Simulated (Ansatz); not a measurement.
`CC1=CC(C(F)(F)F)=[O+][Ti-]([OH])([F])([F])[O]1` and `CC1=CC(C(F)(F)F)=[O+][Ti-]([OH])([F])([Cl])[O]1` differ in one atom or group.

Ansatz, PBE0-D4/def2-TZVP geometries, multiplicity 1. Each molecule was computed in one conformer, which needn't be the lowest.

Scalar relativity is left out up to krypton.

| property | `CC1=CC(C(F)(F)F)=[O+][Ti-]([OH])([F])([F])[O]1` |
| --- | --- |
| size of the dipole moment (ωB97M-V/def2-TZVPP) / D | 6.64 |
| HOMO–LUMO gap (PBE/def2-TZVPP) / eV | 3.44 |
| LUMO energy (PBE0/def2-TZVPP) / eV | -2.86 |
| HOMO energy (PBE0/def2-TZVPP) / eV | -8.28 |
| HOMO energy (PBE/def2-TZVPP) / eV | -7.09 |
| HOMO–LUMO gap (B3LYP/def2-TZVPP) / eV | 5.00 |

(1) Give the same properties after the change, and the shifts. (Best estimate.)

Answers

(1) Ansatz gave: 
| property | `CC1=CC(C(F)(F)F)=[O+][Ti-]([OH])([F])([Cl])[O]1` | shift |
| --- | --- | --- |
| size of the dipole moment (ωB97M-V/def2-TZVPP) / D | 6.79 | 0.15 |
| HOMO–LUMO gap (PBE/def2-TZVPP) / eV | 3.33 | -0.11 |
| LUMO energy (PBE0/def2-TZVPP) / eV | -2.99 | -0.13 |
| HOMO energy (PBE0/def2-TZVPP) / eV | -8.29 | -0.01 |
| HOMO energy (PBE/def2-TZVPP) / eV | -7.10 | -0.01 |
| HOMO–LUMO gap (B3LYP/def2-TZVPP) / eV | 4.87 | -0.13 |

Dipoles are sizes alone; their direction can turn.

B3LYP here is the variant with VWN-RPA as its local correlation; programs differ in this.
